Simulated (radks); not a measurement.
Q: The holmium anion Ho-, configuration [Xe] 4f12 6s2. All-electron calculation, scalar-relativistic Kohn-Sham, LDA (Slater exchange, VWN5 correlation), spin-unpolarised, spherical densities, finite nucleus; Fermi nuclear charge, rms radius 5.2022 fm; hard spherical wall at 3.5 bohr. Program: a radial shooting solver on a logarithmic mesh with Libxc functionals. Some entries of the table are withheld. Estimate them.

| orbital | occ. | eigenvalue (eV) | <r> (bohr) | <r^2> (bohr^2) |
|---|---|---|---|---|
| 1s | 2 | -55407.29 | 0.02076 | 0.0005891 |
| 2s | 2 | -9244.454 | (1) | 0.009181 |
| 2p | 6 | -8191.235 | 0.07809 | 0.007445 |
| 3s | 2 | -2040.790 | 0.2301 | 0.06051 |
| 3p | 6 | -1718.816 | 0.2290 | 0.06080 |
| 3d | 10 | -1309.046 | 0.2079 | 0.05076 |
| 4s | 2 | -378.6184 | 0.5195 | 0.3048 |
| 4p | 6 | (2) | (3) | (4) |
| 4d | 10 | -129.4780 | 0.5985 | 0.4166 |
| 5s | 2 | -24.8573 | 1.311 | 1.939 |
| 5p | 6 | -1.6487 | 1.549 | 2.693 |
| 4f | 12 | 24.8602 | (5) | 1.096 |
| 5d | 0 | 25.2299 | 1.952 | 4.146 |
| 6s | 2 | 31.2489 | 2.194 | 5.292 |
| 6p | 0 | (6) | 2.150 | 5.222 |
| 7s | 0 | 101.5026 | 2.079 | 5.031 |

A: 
(1) 2s <r> (bohr): 0.08816
(2) 4p eigenvalue (eV): -272.6633
(3) 4p <r> (bohr): 0.5510
(4) 4p <r^2> (bohr^2): 0.3457
(5) 4f <r> (bohr): 0.8999
(6) 6p eigenvalue (eV): 44.5378
